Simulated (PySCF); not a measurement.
Si(Me)(OH)(SeH)2, SMILES C[Si]([SeH])([SeH])O (CH₆OSe₂Si), CAM-B3LYP/def2-SVP optimised geometry.

```
11

C      0.92    -1.21    -0.47
Si     0.37     0.50     0.00
O      1.05     0.80     1.48
Se    -1.92     0.50     0.00
Se     1.16     2.15    -1.39
H      0.61    -1.46    -1.50
H      0.50    -1.96     0.22
H      2.02    -1.27    -0.42
H      0.79     1.61     1.94
H     -2.02     1.96     0.00
H      0.13     1.91    -2.41
```

Density from CAM-B3LYP/def2-TZVP run with PySCF at that geometry.

Minimum of the electron density along straight lines between bonded atoms, close to the bond critical point (lines longer than 1.1 times the sum of covalent radii, or with two minima, are not listed):

```tsv
bond	length / Å	ρ at the minimum / e bohr⁻³	∇²ρ there / e bohr⁻⁵	position (fraction from the first atom)
C1–Si2	1.856	0.130	0.15	0.61
Si2–O3	1.657	0.137	0.76	0.41
Si2–Se4	2.293	0.092	-0.04	0.35
Si2–Se5	2.295	0.092	-0.04	0.35
C1–H6	1.099	0.269	-0.89	0.64
C1–H7	1.101	0.267	-0.88	0.64
C1–H8	1.100	0.268	-0.89	0.64
O3–H9	0.963	0.351	-2.39	0.81
Se4–H10	1.468	0.175	-0.31	0.63
Se5–H11	1.468	0.175	-0.31	0.63
```
